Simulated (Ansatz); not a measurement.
```xyz
10

C     0.9189   -0.6713    0.6431
C    -0.2543    0.2803    0.5245
F    -1.3244   -0.2310    1.2868
Al   -0.8708    0.6188   -1.3380
H     1.1941   -0.8233    1.6911
H     0.6957   -1.6507    0.2117
H     1.7891   -0.2611    0.1218
H     0.0253    1.2306    1.0021
H    -2.2857    0.1053   -1.8314
H     0.1120    1.4024   -2.3118
```

Charge 0, multiplicity 1.

List the CAM-B3LYP/def2-TZVPP orbital energies in eV (the Gaussian-basis code of Ansatz). (An estimate is asked.)

Computed: Occupied: -1526.41, -672.78, -280.25, -278.85, -114.48, -75.25, -75.00, -74.99, -34.14, -22.85, -18.81, -15.31, -14.87, -14.12, -12.71, -12.70, -12.28, -10.96, -10.04, -8.89. Lowest empty: -0.73, 1.44, 2.03, 2.45, 2.84, 3.24, 3.78, 4.11.
